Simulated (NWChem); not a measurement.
System: CH₄OSZn; SMILES C[S][Zn][OH]

```xyz
8

Zn     0.1058    -0.6901     0.0077
O     -0.3067    -2.4129    -0.0880
H     -0.3115    -2.8786     0.7540
S      0.6207     1.4148    -0.0163
C     -1.0382     2.1859    -0.0030
H     -1.6294     1.9191    -0.8901
H     -0.8746     3.2727    -0.0183
H     -1.6062     1.9412     0.9054
```
Atoms are numbered in this order, from 1.

Geometry: optimised at PBE0/def2-SVP.

**Question.** List the 4 lowest vertical singlet excitations from PBE/def2-SVPD, TDA (NWChem).

**Answer.** 
| state | energy (eV) | oscillator strength | leading excitation (squared amplitude) |
|---|---|---|---|
| S1 | 3.96 | 0.014 | HOMO → LUMO (0.99) |
| S2 | 4.59 | 0.001 | HOMO → LUMO+1 (0.99) |
| S3 | 5.09 | 0.019 | HOMO−1 → LUMO (0.93) |
| S4 | 5.21 | 0.011 | HOMO → LUMO+2 (0.63) |
